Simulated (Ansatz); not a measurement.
Input and output for CH4BFO2S.

```yaml
crystal:
  periodic: [false, false, false]
  atoms:
    - {symbol: O, position_ang: [0.906801, -0.597040, 1.049500]}
    - {symbol: C, position_ang: [0.452052, -0.301617, -0.141206]}
    - {symbol: O, position_ang: [0.444790, -1.230426, -1.061097]}
    - {symbol: S, position_ang: [-1.875787, 0.546476, 0.096954]}
    - {symbol: B, position_ang: [-0.094504, 1.155553, -0.472758]}
    - {symbol: F, position_ang: [0.443174, 2.149676, 0.305076]}
    - {symbol: H, position_ang: [1.065366, -1.541516, 1.189625]}
    - {symbol: H, position_ang: [0.510341, -2.131990, -0.714425]}
    - {symbol: H, position_ang: [-1.611083, 0.567362, 1.414403]}
    - {symbol: H, position_ang: [-0.158149, 1.332422, -1.663072]}
basis:
  gaussian: {orbitals: def2-TZVPD}
hamiltonian: {xc: {name: r2SCANh}, dispersion: d4}
output: {forces: true}
```

```sh
$ ansatz run in.yaml --threads 4 --pin off --events-out ev --progress --plain --max-ram 10444MiB
```

Shortened log:

```
Functional definition: r2SCANh
1401 factors; their error is unknown
mean field evaluation 1: about -19418.2477 eV, gradient 6.1e1 eV
mean field evaluation 2: about -19411.8883 eV, gradient 8.6e1 eV
mean field evaluation 4: about -19424.5843 eV, gradient 4.0e0 eV
mean field evaluation 8: about -19424.6345 eV, gradient 4.4e-1 eV
mean field evaluation 16: about -19424.6347 eV, gradient 1.7e-4 eV
mean field -19424.63467821 eV, -713.8421579340 hartree, gradient 5.8e-6 eV, S^2 0.000000; 0 other end points of the search recorded, 0 dependent functions left out
reference -19424.63470255 eV, -713.8421588284 hartree; 28, 28 occupied and 248, 248 virtual orbitals, 1401 factors
Total energy: -19424.69288840 eV, -713.8442971190 hartree
Atom 0 at     0.906801    -0.597040     1.049500 Å, force     0.041886    -0.003286     0.141160 eV/Å
Atom 1 at     0.452052    -0.301617    -0.141206 Å, force    -0.015773     0.169242    -0.040776 eV/Å
Atom 2 at     0.444790    -1.230426    -1.061097 Å, force    -0.010750    -0.092542    -0.115077 eV/Å
Atom 3 at    -1.875787     0.546476     0.096954 Å, force    -0.100451     0.009732     0.063859 eV/Å
Atom 4 at    -0.094504     1.155553    -0.472758 Å, force     0.072425     0.007020    -0.097623 eV/Å
Atom 5 at     0.443174     2.149676     0.305076 Å, force    -0.011805    -0.017081     0.019700 eV/Å
Atom 6 at     1.065366    -1.541516     1.189625 Å, force     0.013514    -0.032654     0.009287 eV/Å
Atom 7 at     0.510341    -2.131990    -0.714425 Å, force     0.007231    -0.034850     0.009763 eV/Å
Atom 8 at    -1.611083     0.567362     1.414403 Å, force     0.001650    -0.006647    -0.034354 eV/Å
Atom 9 at    -0.158149     1.332422    -1.663072 Å, force     0.002072     0.001067     0.044061 eV/Å
Dipole moment:     0.466472    -1.337331     0.261932 e Å
```

Run time 9 s (4 threads of an Arm Neoverse V1 on a shared host); peak host memory 0.92 GiB.
